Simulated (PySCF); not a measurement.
# Relaxation of doublet HHfO

Method: PySCF, UPBE0, basis Hf def2-TZVP with ECP60, O def2-TZVP, H def2-TZVP (scalar-relativistic core potentials, no spin–orbit coupling, density fitting). A (50,194) grid was used.

A hand-made linear start, of C∞v symmetry, held to at least that symmetry:

Coordinates in bohr (charge 0 multiplicity 2):
```
Hf    0.0000    0.0000    0.2661
O     0.0000    0.0000   -3.2299
H     0.0000    0.0000    3.7432
```

(1) What does it relax to?

(2) How much energy is released, and in how many steps?

Results:

(1) It ends at C∞v with Hf–H 2.056 Å, Hf–O 1.760 Å; H–Hf–O 180.0°. A frequency run shows 2 imaginary modes (one degenerate set), down to 502i cm⁻¹, so it is a higher-order saddle point. Other isomers or separated fragments may lie lower.

(2) 29.7 kJ/mol in 5 steps.

Open d and f shells are described by one determinant, and the ground state may have another occupation or spin. Spin–orbit coupling, left out here, can matter for elements this heavy.

The relaxation took 8.4 s on 2 threads of a shared Arm Neoverse V2 host, with 77 basis functions and 6 gradients; the process peaked at 0.46 GiB. Launch command: `OMP_NUM_THREADS=2 python axn.py task.json out`.
